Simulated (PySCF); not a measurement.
## NbBr₂: fields on a plane

Level of theory: PySCF, UPBE0, basis Nb def2-SVP with ECP28, Br def2-SVP (scalar-relativistic core potentials, no spin–orbit coupling, density fitting).

The quartet minimum has Nb–Br 2.447 Å (×2); Br–Nb–Br 180.0°.

The plane holds Nb1 at (0.00, 0.00), Br2 at (2.45, 0.00), Br3 at (-2.45, 0.00) Å. Columns run from x = -4.35 to 4.65 Å, rows from y = 2.25 (top) to -1.95 Å, in steps of 0.3 Å. Other isomers or separated fragments may lie lower. Core electrons replaced by a potential are absent, the electrostatic potential uses the reduced nuclear charge, and values within about 0.7 Å of such atoms have no physical meaning.

**Question.** Give the electrostatic potential (V) (cut at 20 V). Every second row and column.

**Answer.** 
```
-0.1 -0.2 -0.2 -0.1  0.0  0.4  0.8  1.1  1.0  0.6  0.2 -0.1 -0.2 -0.2 -0.1 -0.1
-0.1 -0.1  0.1  0.4  0.4  1.0  2.4  3.3  3.0  1.7  0.6  0.4  0.2 -0.1 -0.2 -0.1
-0.1  0.5  3.5  8.7  5.6  3.6  8.8 14.9 12.4  5.5  3.6  8.2  6.4  1.5  0.0 -0.1
 0.0  2.2 20.0 20.0 20.0  9.9 20.0 20.0 20.0 13.9 17.6 20.0 20.0  7.4  0.6 -0.1
 0.1  3.0 20.0 20.0 20.0 12.7 20.0 20.0 20.0 17.3 20.0 20.0 20.0 10.7  0.8 -0.1
 0.0  1.2 10.0 20.0 17.4  6.4 16.7 20.0 20.0  9.3  8.6 20.0 20.0  3.8  0.3 -0.1
-0.1  0.0  1.0  2.2  1.6  1.9  4.6  6.6  5.9  3.1  1.4  2.1  1.7  0.4 -0.1 -0.1
-0.1 -0.2 -0.2 -0.1  0.1  0.6  1.4  1.8  1.6  1.0  0.3  0.0 -0.1 -0.2 -0.2 -0.1
```

**Question.** Give the electron localisation function (set to 0 where the density is under 0.005 e/Å³). Lower edges of the bins: '0' 0.000, '1' 0.087, '2' 0.175, '3' 0.262, '4' 0.349, '5' 0.436, '6' 0.524, '7' 0.611, '8' 0.698, '9' 0.786; top 0.87.

**Answer.** 
```
0000011110012344321001111000000
0002334432113455431123443320000
0024566654322455422345666542000
0246788886422366322468888764200
1468999998511377311589999986410
2579985689611699611698658997520
3689724338715999951783342798631
3699554827739900993772845599631
3699554827739900993772845599631
3689724338715999951783342798631
2579985689611699611698658997520
1468999998511377311589999986410
0246788886422366322468888764200
0024566654322455422345666542000
0002334432113455431123443320000
```

With open d or f shells other occupations or spin states may lie lower.
